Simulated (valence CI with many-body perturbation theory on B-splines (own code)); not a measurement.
Ba XXVI: calculated level list

Calculated by configuration interaction combined with many-body perturbation theory (CI+MBPT): three valence electrons over a frozen Dirac-Fock core [Ar] 3d10, a basis of 11 s, 11 p, 10 d, 8 f, 5 g, 2 h functions for each j, with the one-electron correlation potential Σ1 (screened to all orders), the two-electron term Σ2, the three-electron term Σ3, Breit, model QED; selected single and double excitations, second order for the rest, scaled by the run's own slope (own B-spline code, finite nucleus).

No measured spectrum was set against this ion. As an estimate, levels hold to about 250 cm⁻¹ or 0.2 % of their energy and the worst to 1 %, as in measured heavy ions of charge 2 to 7; those with d or f electrons hold less well.

Levels 1 to 45 of 177, with energies above the lowest level, (4s^2 4p1/2) J=1/2. "Leading %" is the weight of the configuration and term that name the level; weights of strongly mixed levels are sums over their largest components and can fall short. In the jj column 3d3/2^4 stands for four electrons in 3d with j = 3/2.

```csv
No.,Configuration,Term,J,E (cm⁻¹),Leading %,g,Second component,Leading jj
1,4s²4p,²P°,1/2,0,99,0.663,,4s^2 4p1/2 (99 %)
2,4s²4p,²P°,3/2,171890,99,1.332,,4s^2 4p3/2 (99 %)
3,4s4p²,⁴P,1/2,434410,76,2.437,18 % 4s4p² ²S,4s 4p1/2^2 (88 %)
4,4s4p²,⁴P,3/2,553620,95,1.696,,4s 4p1/2 4p3/2 (98 %)
5,4s4p²,⁴P,5/2,591900,57,1.429,41 % 4s4p² ²D,4s 4p1/2 4p3/2 (92 %)
6,4s4p²,²D,3/2,653520,77,0.905,17 % 4s4p² ²P,4s 4p1/2 4p3/2 (89 %)
7,4s4p²,²P,1/2,683290,71,1.153,16 % 4s4p² ⁴P,4s 4p1/2 4p3/2 (84 %)
8,4s4p²,²D,5/2,753050,53,1.367,42 % 4s4p² ⁴P,4s 4p3/2^2 (90 %)
9,4s4p²,²S,1/2,855410,68,1.742,23 % 4s4p² ²P,4s 4p3/2^2 (93 %)
10,4s4p²,²P,3/2,861660,78,1.249,12 % 4s4p² ²D,4s 4p3/2^2 (83 %)
11,4s²4d,²D,3/2,970580,88,0.811,8 % 4s4p² ²D,4s^2 4d3/2 (88 %)
12,4s²4d,²D,5/2,1001000,93,1.200,5 % 4s4p² ²D,4s^2 4d5/2 (93 %)
13,4p³,²P°,3/2,1110900,39,1.348,28 % 4p³ ²D°,4p1/2^2 4p3/2 (92 %)
14,4p³,⁴S°,3/2,1244900,53,1.440,36 % 4p³ ²D°,4p1/2 4p3/2^2 (89 %)
15,4p³,²D°,5/2,1250600,80,1.191,16 % 4s4p4d ²D°,4p1/2 4p3/2^2 (80 %)
16,4s4p4d,⁴F°,3/2,1304000,86,0.474,8 % 4s4p4d ²D°,4s 4p1/2 4d3/2 (92 %)
17,4p³,²P°,1/2,1316400,92,0.663,5 % 4s4p4d ²P°,4p1/2 4p3/2^2 (92 %)
18,4s4p4d,⁴F°,5/2,1332700,78,1.053,6 % 4s4p4d ²D°,4s 4p1/2 4d3/2 (63 %)
19,4s4p4d,⁴F°,7/2,1383300,73,1.256,16 % 4s4p4d ⁴D°,4s 4p1/2 4d5/2 (81 %)
20,4s4p4d,⁴P°,5/2,1386700,52,1.442,24 % 4s4p4d ⁴D°,4s 4p1/2 4d5/2 (91 %)
21,4s4p4d,⁴D°,3/2,1390600,50,1.350,31 % 4s4p4d ⁴P°,4s 4p1/2 4d3/2 (62 %)
22,4s4p4d,⁴D°,1/2,1393800,75,0.340,16 % 4s4p4d ²P°,4s 4p1/2 4d3/2 (89 %)
23,4p³,²P°,3/2,1444600,48,1.301,16 % 4p³ ⁴S°,4p3/2^3 (78 %)
24,4s4p4d,²F°,5/2,1450700,74,0.955,7 % 4s4p4d ²D°,4s 4p1/2 4d5/2 (66 %)
25,4s4p4d,²D°,3/2,1472200,48,0.958,33 % 4s4p4d ²P°,4s 4p1/2 4d5/2 (46 %)
26,4s4p4d,⁴F°,9/2,1498300,100,1.332,,4s 4p3/2 4d5/2 (100 %)
27,4s4p4d,⁴P°,1/2,1519400,88,2.368,11 % 4s4p4d ⁴D°,4s 4p3/2 4d3/2 (97 %)
28,4s4p4d,⁴D°,5/2,1520000,60,1.295,11 % 4s4p4d ⁴F°,4s 4p3/2 4d3/2 (89 %)
29,4s4p4d,⁴P°,3/2,1523900,56,1.488,39 % 4s4p4d ⁴D°,4s 4p3/2 4d3/2 (87 %)
30,4s4p4d,⁴D°,7/2,1524600,68,1.359,23 % 4s4p4d ⁴F°,4s 4p3/2 4d3/2 (48 %)
31,4s4p4d,²D°,5/2,1561400,49,1.311,33 % 4s4p4d ⁴P°,4s 4p3/2 4d5/2 (95 %)
32,4s4p4d,²D°,3/2,1580800,58,1.018,20 % 4s4p4d ²P°,4s 4p3/2 4d5/2 (39 %)
33,4s4p4d,²F°,7/2,1609900,97,1.143,,4s 4p3/2 4d5/2 (74 %)
34,4s4p4d,²F°,5/2,1621800,75,0.898,12 % 4s²4f ²F°,4s 4p3/2 4d3/2 (77 %)
35,4s4p4d,²F°,7/2,1627600,71,1.187,15 % 4s4p4d ⁴D°,4s 4p3/2 4d5/2 (67 %)
36,4s4p4d,²P°,1/2,1644900,83,0.616,13 % 4s4p4d ⁴D°,4s 4p3/2 4d3/2 (65 %)
37,4s4p4d,²P°,1/2,1667300,92,0.669,6 % 4p³ ²P°,4s 4p3/2 4d5/2 (68 %)
38,4s4p4d,²P°,3/2,1686500,80,1.284,7 % 4s4p4d ²D°,4s 4p3/2 4d5/2 (75 %)
39,4s4p4d,²D°,3/2,1687600,45,1.057,39 % 4s4p4d ²P°,4s 4p3/2 4d5/2 (48 %)
40,4s4p4d,²D°,5/2,1694800,78,1.154,12 % 4s4p4d ²F°,4s 4p3/2 4d5/2 (81 %)
41,4p²4d,⁴F,3/2,1837600,48,0.715,21 % 4p²4d ²D,4p1/2^2 4d3/2 (94 %)
42,4s²4f,²F°,5/2,1841600,85,0.857,13 % 4s4p4d ²F°,4s^2 4f5/2 (85 %)
43,4s²4f,²F°,7/2,1843800,87,1.143,11 % 4s4p4d ²F°,4s^2 4f7/2 (87 %)
44,4p²4d,⁴F,5/2,1888900,31,1.168,27 % 4p²4d ⁴D,4p1/2^2 4d5/2 (83 %)
45,4p²4d,²F,5/2,1959200,57,0.927,36 % 4p²4d ⁴F,4p1/2 4p3/2 4d3/2 (90 %)
```

Where two levels of one J and parity lie close, their mixing, g and order are uncertain.

The ionisation energy to 4s² ¹S0 of the next ion comes out as 848.35 eV (NIST: 846 ± 4 eV (theoretical)). All 177 levels together are meant to be complete up to 3069300 cm⁻¹.
